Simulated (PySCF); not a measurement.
F3OSi, SMILES [O][Si](F)(F)F (connectivity only; charge and spin as stated), charge -1, multiplicity 1.

Geometry optimised at PBE0-D3(BJ)/def2-SVPD. The multiplicity is an assumed one; other spin states were not compared. The isomer is the one that the SMILES or the coordinates give; other isomers of the formula were not compared.

Level of theory: B3LYP/def2-SVPD (PySCF).

Symmetry labels are those of the subgroup Cs that the program uses (full group C3v).

Q: List the valence orbital energies around the gap with their symmetry. (The exact figures need the calculation; the answer reports its results.)

A: 
```csv
orbital,symmetry,energy (eV)
HOMO−7,A",-7.22
HOMO−6,A',-7.22
HOMO−5,A",-6.46
HOMO−4,A',-6.46
HOMO−3,A",-6.16
HOMO−2,A',-4.24
HOMO−1,A',-2.52
HOMO,A",-2.52
LUMO,A',4.15
LUMO+1,A",6.13
LUMO+2,A',6.13
LUMO+3,A',6.44
```
